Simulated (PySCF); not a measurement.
Cl$_{2}$NbO, doublet, at a GFN2-xTB geometry (such geometries of metal compounds can be far from the true shape) (the multiplicity is a formal guess) (core potentials on Nb), with bond 3-1 at 1.3 times its length.

Here is a job for PySCF.
```python
from pyscf import gto, scf, dft

mol = gto.M(
    atom='''
Nb    0.25310474   -0.11572871   -0.06124774
O     1.74032183   -0.79573852   -0.42113304
Cl   -0.90917771   -0.51357186    2.47808936
Cl   -0.78844539    1.07533749   -1.54619311
''',
    basis='def2-sv(p)',
    ecp={'Nb': 'def2-sv(p)'},
    spin=1,
    verbose=4,
)

mf = dft.UKS(mol)
mf.xc = 'pbe0'
mf.kernel()
mf.analyze()
```

Task: What does this run give for the nuclear repulsion energy, total energy, <S^2>, HOMO energy?

Result: 
nuclear repulsion energy: 203.3726 Eh
total energy: -1051.9542 Eh
<S^2>: 0.759
HOMO energy: -7.77 eV

These values belong to the state on which the SCF converged, which isn't shown to be the lowest.

Task: Roughly what does it cost on one core?

Result: about 14 core-seconds (a rough figure).
